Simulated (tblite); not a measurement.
Run record: tight-binding relaxation, `CO[C@@H](C)C[SiH2][Se]C`.

Computed with GFN2-xTB geometry optimisation, gas phase (tblite 0.8.0). Start geometry: from a force field or distance geometry. A driver script takes a list of jobs; this job's settings line and coordinates (Å) are shown.

Command:
```bash
OMP_NUM_THREADS=1 python probes_run.py task.json out
```

Input:
```
{"job": {"kind": "relax", "xc": "GFN2-xTB", "basis": "xTB"}, "charge": 0, "multiplicity": 1}
C     -2.278200     1.545800    -0.844100
O     -1.285400     0.614800    -1.163800
C     -1.234700    -0.428700    -0.181000
C     -1.967600    -1.648400    -0.747100
C      0.218100    -0.774600     0.127700
Si     1.101800     0.659000     0.944800
Se     3.249800     0.056100     1.456100
C      3.799200     0.101300    -0.404700
H     -2.037700     2.086800     0.098600
H     -2.342100     2.296100    -1.655800
H     -3.287600     1.061200    -0.766800
H     -1.735000    -0.152800     0.785800
H     -3.035700    -1.410600    -0.932000
H     -1.487900    -1.992600    -1.688100
H     -1.939200    -2.478400     0.000100
H      0.266700    -1.642000     0.821400
H      0.754800    -1.028600    -0.815000
H      0.395200     1.009500     2.184700
H      1.120500     1.825200     0.052900
H      4.881700    -0.129000    -0.470100
H      3.225800    -0.657600    -0.982200
H      3.607000     1.107000    -0.833900
```

Output:
```
step      E/eV     max force
  0    -729.80736    0.988
  1    -729.92404    0.669
  2    -729.96976    0.266
  3    -729.97958    0.225
  4    -729.99577    0.238
  5    -730.00262    0.281
  6    -730.01021    0.206
  7    -730.01354    0.116
  8    -730.01642    0.169
  9    -730.01904    0.173
... (139 lines left out)
149    -730.13704    0.017
150    -730.13708    0.017
151    -730.13711    0.012
152    -730.13716    0.016
153    -730.13720    0.016
154    -730.13723    0.013
155    -730.13725    0.010
156    -730.13728    0.012
157    -730.13730    0.010
158    -730.13732    0.007
```

«max force» is the largest atomic force in eV/Å.

Task: From which step on does the largest force stay under 0.1 eV/Å, and how much energy is left to gain from there?

Result: From step 78 (0.064 eV/Å), 26.2 meV above the end.

Main results: energy lowered by 7.6 kcal/mol over 158 steps; largest atomic force 0.007 eV/Å at the end.

Task: Give the final coordinates.

Result: 0.519 Å rms from the input after alignment:
```
atom  x, y, z in Å
C1    -2.4378    1.5168   -0.5250
O2    -1.2619    0.7590   -0.6303
C3    -1.2935   -0.5320   -0.0319
C4    -2.0317   -1.5543   -0.8904
C5     0.1738   -0.8740    0.1762
Si6    1.0214    0.8110    0.4461
Se7    3.1148    0.4562    1.3623
C8     4.0693    0.0326   -0.2948
H9    -2.7650    1.5959    0.5186
H10   -2.1993    2.5088   -0.9041
H11   -3.2502    1.0892   -1.1215
H12   -1.7916   -0.4482    0.9469
H13   -3.0880   -1.3092   -0.9776
H14   -1.5952   -1.5794   -1.8863
H15   -1.9426   -2.5391   -0.4396
H16    0.3030   -1.5602    1.0113
H17    0.5686   -1.3629   -0.7144
H18    0.3716    1.6021    1.4865
H19    1.2890    1.5331   -0.7939
H20    5.1087   -0.1497   -0.0378
H21    3.6332   -0.8558   -0.7419
H22    3.9933    0.8795   -0.9710
```

Time: 1.6 s of wall time. Hardware: Arm Neoverse V1, one thread, no GPU (shared host).
Labels such as C1 count atoms from 1, the log's own numbers from 0.
